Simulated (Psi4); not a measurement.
ClO (SMILES [O]Cl), doublet (typed; the unrestricted solution is spin-contaminated), geometry from GFN2-xTB, with bond 1-2 at 2.0 times its length; Psi4 with B3LYP/STO-3G.

The Psi4 input:
```
memory 2 GB

molecule {
0 2
  Cl    0.00000000    0.00000000   -2.03286791
  O     0.00000000    0.00000000    1.04723499
}

set basis sto-3g
set reference uks
set cholesky_tolerance 1e-3
set scf_type cd

energy('b3lyp')
print_variables()
```

What the program printed (banner, timings and long lists left out):

```
   => Loading Basis Set <=

    Name: STO-3G
    Role: ORBITAL
    Keyword: BASIS

         ---------------------------------------------------------
                                   SCF
               by Justin Turney, Rob Parrish, Andy Simmonett
                          and Daniel G. A. Smith
                              UKS Reference
         ---------------------------------------------------------

  ==> Geometry <==

    Molecular point group: c2v
    Full point group: C_inf_v

    Geometry (in Angstrom), charge = 0, multiplicity = 2:

       Center              X                  Y                   Z               Mass
    ------------   -----------------  -----------------  -----------------  -----------------
         CL           0.000000000000     0.000000000000    -0.966686442418    34.968852682000
         O            0.000000000000     0.000000000000     2.113416457582    15.994914619570

  Running in c2v symmetry.

  Rotational constants: A = ************  B =      0.16191  C =      0.16191 [cm^-1]
  Rotational constants: A = ************  B =   4853.83448  C =   4853.83448 [MHz]
  Nuclear repulsion =   23.365485825528761

  Charge       = 0
  Multiplicity = 2
  Electrons    = 25
  Nalpha       = 13
  Nbeta        = 12

  ==> Algorithm <==

  SCF Algorithm Type is CD.
  DIIS enabled.
  MOM disabled.
  Fractional occupation disabled.
  Guess Type is SAD.
  Energy threshold   = 1.00e-06
  Density threshold  = 1.00e-06
  Integral threshold = 1.00e-12

  ==> Primary Basis <==

  Basis Set: STO-3G
    Blend: STO-3G
    Number of shells: 8
    Number of basis functions: 14
    Number of Cartesian functions: 14
    Spherical Harmonics?: true
    Max angular momentum: 1

  ==> DFT Potential <==

   => LibXC <=

    Version 7.1.2
    S. Lehtola, C. Steigemann, M. J. T. Oliveira, and M. A. L. Marques,  SoftwareX 7, 1–5 (2018) (10.1016/j.softx.2017.11.002)

   => Composite Functional: B3LYP <=

    B3LYP Hyb-GGA Exchange-Correlation Functional

    P. J. Stephens, F. J. Devlin, C. F. Chabalowski, and M. J. Frisch,  J. Phys. Chem. 98, 11623 (1994) (10.1021/j100096a001)

    Deriv               =              1
    GGA                 =           TRUE
    Meta                =          FALSE

    Exchange Hybrid     =           TRUE
    MP2 Hybrid          =          FALSE

   => Exchange Functionals <=

    0.0800   Slater exchange
    0.7200         Becke 88

   => Exact (HF) Exchange <=

    0.2000               HF

   => Correlation Functionals <=

    0.1900   Vosko, Wilk & Nusair (VWN5_RPA)
    0.8100   Lee, Yang & Parr

   => LibXC Density Thresholds  <==

    XC_HYB_GGA_XC_B3LYP:  1.00E-15

   => Molecular Quadrature <=

    Radial Scheme          =       TREUTLER
    Pruning Scheme         =           NONE
    Nuclear Scheme         =       TREUTLER

    Blocking Scheme        =         OCTREE
    BS radius alpha        =              1
    Pruning alpha          =              1
    Radial Points          =             75
    Spherical Points       =            302
    Total Points           =          40171
    Total Blocks           =            371
    Max Points             =            254
    Max Functions          =             13
    Weights Tolerance      =       1.00E-15

  ==> Integral Setup <==

  ==> CDJK: Cholesky-decomposed J/K Matrices <==

    J tasked:                     Yes
    K tasked:                     Yes
    wK tasked:                     No
    Integrals threads:              1
    Algorithm:                   Core
    Integral Cache:              NONE
    Schwarz Cutoff:             1E-12
    Cholesky tolerance:      1.00E-03
    No. Cholesky vectors:          46

  Minimum eigenvalue in the overlap matrix is 5.9853751105E-01.
  Reciprocal condition number of the overlap matrix is 4.2345041101E-01.
    Using symmetric orthogonalization.

  ==> Pre-Iterations <==

  SCF Guess: Superposition of Atomic Densities via on-the-fly atomic UHF (no occupation information).

   -------------------------
    Irrep   Nso     Nmo
   -------------------------
     A1         8       8
     A2         0       0
     B1         3       3
     B2         3       3
   -------------------------
    Total      14      14
   -------------------------

  ==> Iterations <==

                        Total Energy        Delta E     RMS |[F,P]|

   @UKS iter SAD:  -528.50151970058505   -5.28502e+02   0.00000e+00
    Occupation by irrep:
             A1    A2    B1    B2
    DOCC [     8,    0,    2,    2 ]
    SOCC [     0,    0,    0,    1 ]
    NA   [     8,    0,    2,    3 ]
    NB   [     8,    0,    2,    2 ]

   @UKS iter   1:  -528.75710591063455   -2.55586e-01   1.47591e-02 ADIIS/DIIS
    Occupation by irrep:
             A1    A2    B1    B2
    DOCC [     7,    0,    3,    2 ]
    SOCC [     0,    0,    0,    1 ]
    NA   [     7,    0,    3,    3 ]
    NB   [     7,    0,    3,    2 ]

   @UKS iter   2:  -526.91291240075327    1.84419e+00   9.68523e-03 ADIIS/DIIS
   @UKS iter   3:  -528.73099250810026   -1.81808e+00   8.02905e-03 ADIIS/DIIS
    Occupation by irrep:
             A1    A2    B1    B2
    DOCC [     8,    0,    2,    2 ]
    SOCC [     0,    0,    0,    1 ]
    NA   [     8,    0,    2,    3 ]
    NB   [     8,    0,    2,    2 ]

   @UKS iter   4:  -528.73871320032140   -7.72069e-03   7.80005e-03 ADIIS/DIIS
   @UKS iter   5:  -526.91298593924284    1.82573e+00   9.34921e-03 ADIIS/DIIS
   @UKS iter   6:  -526.91358235367977   -5.96414e-04   8.40686e-03 ADIIS/DIIS
    Occupation by irrep:
             A1    A2    B1    B2
    DOCC [     7,    0,    3,    2 ]
    SOCC [     0,    0,    0,    1 ]
    NA   [     7,    0,    3,    3 ]
    NB   [     7,    0,    3,    2 ]

   @UKS iter   7:  -526.91357315725463    9.19643e-06   8.40399e-03 ADIIS/DIIS
   @UKS iter   8:  -528.72834196797112   -1.81477e+00   9.36721e-03 ADIIS/DIIS
   @UKS iter   9:  -528.72897125913607   -6.29291e-04   9.03121e-03 ADIIS/DIIS
[...]

   @UKS iter  17:  -528.72620163517786   -1.81314e+00   1.04819e-02 ADIIS/DIIS
    Occupation by irrep:
             A1    A2    B1    B2
Warning! Irrep has more beta than alpha electrons in symmetry 2 orbitals.
Warning! Irrep has more beta than alpha electrons in symmetry 2 orbitals.
    DOCC [     8,    0,    2,    1 ]
    SOCC [     0,    0,    1,    2 ]
    NA   [     8,    0,    2,    3 ]
    NB   [     8,    0,    3,    1 ]

   @UKS iter  18:  -526.91302520848160    1.81318e+00   9.21809e-03 ADIIS/DIIS
    Occupation by irrep:
             A1    A2    B1    B2
    DOCC [     7,    0,    3,    2 ]
    SOCC [     0,    0,    0,    1 ]
    NA   [     7,    0,    3,    3 ]
    NB   [     7,    0,    3,    2 ]

   @UKS iter  19:  -528.51188542411296   -1.59886e+00   3.85167e-03 ADIIS/DIIS
   @UKS iter  20:  -528.88216042266890   -3.70275e-01   2.87682e-02 ADIIS/DIIS
   @UKS iter  21:  -528.74794453362983    1.34216e-01   1.22357e-02 ADIIS/DIIS
   @UKS iter  22:  -528.92718567069926   -1.79241e-01   2.92276e-02 ADIIS/DIIS
    Occupation by irrep:
             A1    A2    B1    B2
    DOCC [     8,    0,    2,    2 ]
    SOCC [     0,    0,    0,    1 ]
    NA   [     8,    0,    2,    3 ]
    NB   [     8,    0,    2,    2 ]

   @UKS iter  23:  -528.78174669104340    1.45439e-01   2.00916e-02 ADIIS/DIIS
   @UKS iter  24:  -526.91343788160680    1.86831e+00   8.47110e-03 ADIIS/DIIS
    Occupation by irrep:
             A1    A2    B1    B2
    DOCC [     7,    0,    3,    2 ]
    SOCC [     0,    0,    0,    1 ]
    NA   [     7,    0,    3,    3 ]
    NB   [     7,    0,    3,    2 ]

   @UKS iter  25:  -526.91331379734550    1.24084e-04   8.55818e-03 ADIIS/DIIS
   @UKS iter  26:  -528.73116186997424   -1.81785e+00   8.15700e-03 ADIIS/DIIS
   @UKS iter  27:  -528.73681887662508   -5.65701e-03   8.30048e-03 ADIIS/DIIS
    Occupation by irrep:
             A1    A2    B1    B2
Warning! Irrep has more beta than alpha electrons in symmetry 0 orbitals.
Warning! Irrep has more beta than alpha electrons in symmetry 0 orbitals.
    DOCC [     7,    0,    3,    1 ]
    SOCC [     1,    0,    0,    2 ]
    NA   [     7,    0,    3,    3 ]
    NB   [     8,    0,    3,    1 ]

   @UKS iter  28:  -528.73809898212323   -1.28011e-03   9.02503e-03 ADIIS/DIIS
    Occupation by irrep:
             A1    A2    B1    B2
    DOCC [     7,    0,    3,    2 ]
    SOCC [     0,    0,    0,    1 ]
    NA   [     7,    0,    3,    3 ]
    NB   [     7,    0,    3,    2 ]

   @UKS iter  29:  -528.54290340326270    1.95196e-01   1.66031e-02 ADIIS/DIIS
   @UKS iter  30:  -529.14499714088527   -6.02094e-01   5.28641e-03 ADIIS/DIIS
   @UKS iter  31:  -529.15295024415161   -7.95310e-03   3.37164e-03 ADIIS/DIIS
   @UKS iter  32:  -529.15149047163038    1.45977e-03   3.75451e-03 ADIIS/DIIS
   @UKS iter  33:  -529.15426727506872   -2.77680e-03   1.56255e-03 ADIIS/DIIS
   @UKS iter  34:  -529.15495059026250   -6.83315e-04   1.27514e-03 ADIIS/DIIS
   @UKS iter  35:  -529.15563026496807   -6.79675e-04   9.83611e-05 DIIS
   @UKS iter  36:  -529.15563610036543   -5.83540e-06   2.85665e-05 DIIS
   @UKS iter  37:  -529.15563650437696   -4.04012e-07   1.52461e-05 DIIS
   @UKS iter  38:  -529.15563661178612   -1.07409e-07   7.55435e-07 DIIS
  Energy and wave function converged.

  ==> Post-Iterations <==

   Electrons on quadrature grid:
      Nalpha   =   12.9999926647 ; deviation = -7.335e-06
      Nbeta    =   11.9999963858 ; deviation = -3.614e-06
      Ntotal   =   24.9999890505 ; deviation = -1.095e-05

   @Spin Contamination Metric:   9.597839334E-01
   @S^2 Expected:                7.500000000E-01
   @S^2 Observed:                1.709783933E+00
   @S   Expected:                5.000000000E-01
   @S   Observed:                5.000000000E-01

    Orbital Energies [Eh]
    ---------------------

    Alpha Occupied:

[...]
       3B1    -0.208227

    Alpha Virtual:

       8A1    -0.166854

    Beta Occupied:

[...]
    Beta Virtual:

[...]
    Final Occupation by Irrep:
             A1    A2    B1    B2
    DOCC [     7,    0,    3,    2 ]
    SOCC [     0,    0,    0,    1 ]
    NA   [     7,    0,    3,    3 ]
    NB   [     7,    0,    3,    2 ]

  @UKS Final Energy:  -529.15563661178612

   => Energetics <=

    Nuclear Repulsion Energy =             23.3654858255287614
    One-Electron Energy =                -778.9770246661594228
    Two-Electron Energy =                 256.0273129055905770
    DFT Exchange-Correlation Energy =     -29.5714106767460230
    Empirical Dispersion Energy =           0.0000000000000000
    VV10 Nonlocal Energy =                  0.0000000000000000
    Total Energy =                       -529.1556366117861216

  UHF NO Occupations:
  HONO-2 :    6 A1 2.0000000
  HONO-1 :    7 A1 1.2005394
  HONO-0 :    3 B2 1.0000000
  LUNO+0 :    8 A1 0.7994606

Computation Completed

Properties will be evaluated at   0.000000,   0.000000,   0.000000 [a0]

Properties computed using the SCF density matrix

 Multipole Moments:

 ------------------------------------------------------------------------------------
     Multipole            Electronic (a.u.)      Nuclear  (a.u.)        Total (a.u.)
 ------------------------------------------------------------------------------------

 L = 1.  Multiply by 2.5417464519 to convert [e a0] to [Debye]
 Dipole X            :          0.0000000            0.0000000            0.0000000
 Dipole Y            :          0.0000000            0.0000000            0.0000000
 Dipole Z            :         -0.7676136            0.8950917            0.1274781
 Magnitude           :                                                    0.1274781

 ------------------------------------------------------------------------------------

  Variable Map:
  ----------------------------------------------------------------------------
[...]
  Array Variable Map:
  ----------------------------------------------------------------------------
[...]
[...]
```
